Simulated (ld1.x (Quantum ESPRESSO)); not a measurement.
Results of a calculation; reference values are marked as such.
# Pseudopotentials across the periodic table

Generated with ld1.x 7.5 (TM, RRKJ, ultrasoft, PAW), atompaw 4.2 or ONCVPSP 4.0.1. The cutoff is in Ry: for ld1.x and atompaw files where the sum of valence levels is converged to 10 mRy in a Bessel basis, for ONCV files where the hardest occupied wave has 1 mHa per electron of residual kinetic energy. The error is the largest all-electron minus pseudo excitation energy over each file’s own four to seven test configurations (ionisations up to +4, promotions, holes and added fractions of an electron), all of which were solved. The labels leave out finer settings (local radius, basis sizes, second energies), which also bear on the numbers. Spin-polarised tests are not counted. The rows are a selection from randomly drawn settings: files with unsolved tests, undetermined cutoffs or missed reference levels are left out.

| element | potential | cutoff (Ry) | largest error (meV) | bound ghosts |
| --- | --- | --- | --- | --- |
| Cl | TM, PBE, scalar-relativistic, rc 1.32/2.02 (sp), local s, core correction yes, reference 3s2 3p5 | 50 | +143 | none |
| Ni | ultrasoft, PBE, scalar-relativistic, rc 2.25/3.00/0.95 (spd), local smoothed, core correction yes, reference 3d8 4s1.5 4p0.5 | 160 | -241 | none |
| Ga | PAW, PBEsol, scalar-relativistic, rc 1.20/1.00/1.35 (spd), local smoothed, core correction yes, reference 3s2 3p6 3d10 4s1 4p0 | 110 | -46 | none |
| Sn | TM, BLYP, scalar-relativistic, rc 3.00/2.70/1.25 (spd), local s, core correction yes, reference 4d10 5s2 5p2 | 100 | -310 | none |
| Tl | TM, LDA (PZ), fully relativistic, rc 2.15/2.65/1.65 (spd), local p, core correction yes, reference 5d10 6s2 6p0 | 50 | -277 | none |

Task: Fill in the row for Ca: TM, PW91, scalar-relativistic, rc 1.35/1.90/1.50 (spd), local p, core correction no, reference 3s2 3p6 3d0 4s0 4p0.

Result: cutoff 70 Ry, largest error +302 meV, bound ghosts: none.

Task: Fill in the row for Ga: TM, PBE, scalar-relativistic, rc 1.50/1.60 (sp), local smoothed, core correction yes, reference 4s1.5 4p0.

Result: cutoff 15 Ry, largest error -44 meV, bound ghosts: none.
